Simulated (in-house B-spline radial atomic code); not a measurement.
Inner levels of praseodymium as electrons are removed. A shift is the extra binding of the orbital against the neutral atom ([Xe] 4f3 6s2). The density at the nucleus is averaged over the nuclear charge. Computed with a B-spline radial code for spherical atoms: Dirac-Hartree-Fock, average of the configuration, finite nuclei.

| ion | configuration | shift of 1s1/2 (eV) | shift of 3p1/2 (eV) | shift of 3s1/2 (eV) | radius of 1s1/2 (bohr) | radius of 3p1/2 (bohr) | radius of 3s1/2 (bohr) | Σ<r²> (bohr²) | change of density at nucleus (bohr⁻³) |
| --- | --- | --- | --- | --- | --- | --- | --- | --- | --- |
| Pr38+ | [Ar] 3d3 | 2016.24 | 1694.14 | 1682.74 | 0.024088 | 0.24343 | 0.25509 | 0.83853 | -358.74 |
| Pr39+ | [Ar] 3d2 | 2147.9 | 1789.76 | 1776.96 | 0.024088 | 0.24171 | 0.25352 | 0.77023 | -126.75 |
| Pr40+ | [Ar] 3d1 | ? | ? | ? | ? | ? | ? | ? | ? |
| Pr41+ | [Ne] 3s2 3p6 | 2418.39 | 1984.78 | 1968.88 | 0.024089 | 0.23831 | 0.25039 | 0.64121 | 355.09 |
| Pr42+ | [Ne] 3s2 3p5 | 2560.33 | 2080.08 | 2055.23 | 0.024085 | 0.23676 | 0.24918 | 0.56613 | 569.16 |
| Pr43+ | [Ne] 3s2 3p4 | ? | ? | ? | ? | ? | ? | ? | ? |
| Pr44+ | [Ne] 3s2 3p3 | 2849.92 | 2273.42 | 2230.27 | 0.024079 | 0.23389 | 0.24678 | 0.42148 | 1006.49 |

Q: Fill in the row of Pr40+.

A: shift of 1s1/2 (eV): 2281.95; shift of 3p1/2 (eV): 1886.64; shift of 3s1/2 (eV): 1872.34; radius of 1s1/2 (bohr): 0.024088; radius of 3p1/2 (bohr): 0.24; radius of 3s1/2 (bohr): 0.25195; Σ<r²> (bohr²): 0.7045; change of density at nucleus (bohr⁻³): 111.19.

Q: Fill in the row of Pr43+.

A: shift of 1s1/2 (eV): 2704.17; shift of 3p1/2 (eV): 2176.29; shift of 3s1/2 (eV): 2142.36; radius of 1s1/2 (bohr): 0.024082; radius of 3p1/2 (bohr): 0.23532; radius of 3s1/2 (bohr): 0.24797; Σ<r²> (bohr²): 0.49291; change of density at nucleus (bohr⁻³): 786.3.
